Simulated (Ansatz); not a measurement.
Coupled-cluster diagnostics for TeAs₂⁺ (the lowest doublet isomer of a short search), Ansatz.

Geometry of the doublet (PBE-D4/def2-TZVP):

Cartesian coordinates in Å:
```
As 1.168 -0.052 0.745
As -1.022 -0.742 0.572
Te -0.146 0.794 -1.318
```

In the def2 sets Te takes a core potential; there is no spin–orbit coupling. Correlated methods freeze 22 core orbitals; core or outer-core shells of As, Te are correlated, in sets that lack core-valence functions. The structure comes from a short search, and lower isomers may exist.

Geometry of the charge 1 quartet (PBE-D4/def2-TZVP):

```csv
atom,x (Å),y (Å),z (Å)
As1,-0.545,-1.432,-0.029
As2,0.340,0.799,-1.257
Te3,0.205,0.633,1.286
```

Q: Estimate the CCSD(T) correlation energy, the shares of MP2 and (T), T1 and the reference's ⟨S²⟩ for: charge 1, doublet, own geometry in def2-SVP; charge 1, quartet, own geometry in def2-SVP; and the rough time on 2 threads of Arm Neoverse V1 on a shared host.

A: 
```csv
state,basis,correlation (eV),MP2 share (%),(T) share (%),T1,⟨S²⟩ (pure),wall time,remarks
"charge 1, doublet, own geometry",def2-SVP,-15.468,91.7,4.4,0.046,1.28 (0.75),14 s,"large T1, spin-contaminated"
"charge 1, quartet, own geometry",def2-SVP,-14.817,93.6,3.8,0.022,3.82 (3.75),14 s,–
```
Customary marks for T1 are 0.02 (closed shells), 0.045 (open shells) and about 0.05 (3d metals). T1 exceeds 0.02 in 2 of 2 rows and 0.045 in 1; the higher it lies, the less the single-reference result can be trusted.
